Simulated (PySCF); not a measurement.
# Atomic charges by several schemes

Species: C₃H₅Cl₄FSi.
SMILES with atom numbers: `[F:1][C@@H:2]([Cl:3])[SiH2:4][CH2:5][C:6]([Cl:7])([Cl:8])[Cl:9]` (hydrogens: H10 on C2; H11, H12 on Si4; H13, H14 on C5)

Geometry (GFN2-xTB, Å), atoms numbered from 1 in this order:
```xyz
14
C3H5Cl4FSi angstrom
F      2.3126    1.5898   -0.5167
C      2.2632    0.3217   -0.0161
Cl     2.2820    0.4197    1.7661
Si     0.6421   -0.5769   -0.5631
C     -0.7655    0.5310    0.1007
C     -2.0492   -0.2377    0.2164
Cl    -3.4300    0.8299    0.5878
Cl    -1.9358   -1.4578    1.5027
Cl    -2.3947   -1.0827   -1.3090
H      3.1911   -0.1684   -0.3167
H      0.6410   -0.5917   -2.0255
H      0.6851   -1.8978    0.0503
H     -0.5198    0.9482    1.0785
H     -0.9228    1.3721   -0.5775
```

Density: PBE0/pcSseg-1 (PySCF); schemes: Mulliken, IAO, Hirshfeld and ESP-fitted. Isolated species at its GFN2-xTB geometry (one conformer only).

Question: What partial charge does each atom carry?

Answer: In e; atoms taken as equivalent share a row and are averaged (×n: the atom named and its like, n in all):

| atom | environment | Mulliken | IAO | Hirshfeld | ESP-fitted |
| --- | --- | --- | --- | --- | --- |
| F1 | alkyl fluorine | -0.296 | -0.293 | -0.104 | -0.114 |
| C2 | sp3 C–F carbon | -0.071 | -0.083 | +0.005 | -0.245 |
| Cl3 | chlorine on a fluorinated carbon | -0.134 | -0.092 | -0.052 | -0.082 |
| Si4 | SiH2 silicon | +0.674 | +0.750 | +0.303 | +0.406 |
| C5 | sp3 carbon bound to silicon | -0.364 | -0.542 | -0.182 | -0.386 |
| C6 | CCl3 carbon | -0.412 | +0.040 | +0.101 | -0.478 |
| Cl7/Cl8/Cl9 | chlorine of a CCl3 group | +0.040 | -0.037 | -0.022 | +0.086 |
| H10 | methine hydrogen | +0.169 | +0.168 | +0.050 | +0.238 |
| H11 | Si–H hydrogen | -0.041 | -0.106 | -0.072 | -0.044 |
| H12 | Si–H hydrogen | -0.018 | -0.095 | -0.071 | -0.044 |
| H13 | methylene hydrogen | +0.189 | +0.184 | +0.038 | +0.240 |
| H14 | methylene hydrogen | +0.186 | +0.181 | +0.050 | +0.250 |

Mean size of the charges over all atoms: ESP-fitted 0.199 e, Mulliken 0.191 e, IAO 0.189 e, Hirshfeld 0.078 e. Each set sums to the total charge, 0, to within 0.001 e. The IAO scheme projects the occupied orbitals on a minimal set of polarised atomic orbitals and counts the electrons in each atom's part of it. The Mulliken scheme counts on each atom the diagonal of the density matrix times the overlap matrix over that atom's basis functions.

Some averages cover members that differ in this geometry: Cl7/Cl8/Cl9, Hirshfeld -0.038 to -0.010 e.

Lowest charge. The schemes don't all agree: Mulliken C6 (-0.412); IAO C5 (-0.542); Hirshfeld C5 (-0.182); ESP-fitted C6 (-0.478).

Highest charge. All schemes agree: Mulliken Si4 (+0.674); IAO Si4 (+0.750); Hirshfeld Si4 (+0.303); ESP-fitted Si4 (+0.406).

Question: How closely do the schemes follow one another over all atoms?

Answer: Correlation coefficient and root-mean-square difference: IAO with Hirshfeld 0.96, 0.176 e; Mulliken with ESP-fitted 0.91, 0.108 e; Mulliken with IAO 0.87, 0.139 e; Mulliken with Hirshfeld 0.73, 0.199 e; IAO with ESP-fitted 0.73, 0.195 e; Hirshfeld with ESP-fitted 0.52, 0.208 e.

Question: How many electrons does the Hirshfeld scheme count on Si4?

Answer: Z − q = 14 − (+0.303) = 13.697.

Question: Sum the charges by element, for elements with more than one atom.

Answer: 
```tsv
element	atoms	Mulliken	IAO	Hirshfeld	ESP-fitted
C	3	-0.848	-0.585	-0.075	-1.109
Cl	4	-0.015	-0.203	-0.119	+0.177
H	5	+0.485	+0.332	-0.005	+0.641
```
